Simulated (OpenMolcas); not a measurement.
**Sb⁺: the spin-orbit constant, thermal populations, worked from levels**

```
Program             : OpenMolcas 26.06
Basis               : ANO-RCC [10s9p8d5f3g]
Scalar Hamiltonian  : DKH2, point nucleus
Active space        : 4 electrons in 9 orbitals (RAS2 5s 5p; RAS3 5d, at most 2 electrons)
State averaging     : 2S+1 = 3 even, 6 roots; 2S+1 = 1 even, 11 roots; 2S+1 = 5 odd, 1 root; 2S+1 = 3 odd, 8 roots; 2S+1 = 1 odd, 8 roots
Spin-orbit coupling : RASSI with atomic mean-field integrals over the reference wave functions, term energies averaged over their components
```

Methods: RASSCF; MS-RASPT2, IPEA 0.25 Eh, imaginary shift 0.1 Eh (closed shells correlated: 4d). Measured levels: NIST Handbook of Basic Atomic Spectroscopic Data.

**The spin-orbit constant.** For the Hund term ³P of p2, E(J) = (A/2) J(J+1) + constant and ζ = 2S·A = 2A. From J = 0 to J = 2 the energy changes by 3 A.

```csv
Source,E(2) - E(0),A,ζ
RASSCF,5191.1,1730.4,3461
MS-RASPT2,5128.3,1709.4,3419
measured,5658.2,1886.1,3772
```

All in cm-1. MS-RASPT2 is off by -9.4 % and RASSCF by -8.3 %. Both methods take the spin-orbit matrix elements from the reference wave functions, so the second can move ζ only through the term energies and any multistate remixing. Second-order mixing with other terms is absorbed into this ζ.

**Thermal populations.** Z = Σ (2J + 1) exp(-E/kT) with k = 0.695035 cm-1/K, over the levels below. No other level of either list lies under 69100 cm-1, which is above 7 kT at each temperature.

| Level | 2J + 1 | MS-RASPT2 | measured |
| --- | --- | --- | --- |
| 5s² 5p² ³P₀ | 1 | 0.0 | 0.0 |
| 5s² 5p² ³P₁ | 3 | 2640 | 3055 |
| 5s² 5p² ³P₂ | 5 | 5130 | 5658 |
| 5s² 5p² ¹D₂ | 5 | 12310 | 12790 |
| 5s² 5p² ¹S₀ | 1 | 23830 | 23906 |
| 5s 5p³ ⁵S°₂ | 5 | 51530 | 51723 |
| 5s 5p³ ³D°₁ | 3 | 66480 | 66292 |
| 5s 5p³ ³D°₂ | 5 | 66550 | 66502 |
| 5s 5p³ ³D°₃ | 7 | 67570 | 67888 |

```csv
T (K),"Z, MS-RASPT2","Z, measured levels","Ground level (%), MS-RASPT2","Ground level (%), measured levels"
5000,3.692,3.354,27.1,29.8
8000,5.414,5.054,18.5,19.8
12000,7.104,6.768,14.1,14.8
```

At 12000 K, kT = 8340 cm-1, and the computed levels give Z = 1.000 + 2.186 + 2.703 + 1.143 + 0.057 + 0.010 + 0.001 + 0.002 + 0.002 = 7.104.

Term energies are means over components that CASPT2 splits; among the terms shown or strongly mixed into the levels shown the widest spread is 57 cm-1 (5s² 5p² ¹D, MS-RASPT2). Over all roots computed the reference weight is 0.86 to 0.94 in MS-RASPT2; the roots of lowest weight are the least certain, and an intruder state may touch them. The run also gave levels led by 5s 5p² 5d, 5s² 5p 5d, which use shells meant for correlation; these and all levels above them are left out. Some terms mix strongly with configurations of 5d, whose occupation reaches 0.27 (5s 5p³ ³D°). Measured partners are found by configuration, term and J. A level has none where our copy of the source lacks it or the pairing is in doubt (some pairs that miss far off the trend of their configuration count as doubtful), and it then counts in no deviation. Only configurations of the active space appear.

° marks odd parity.
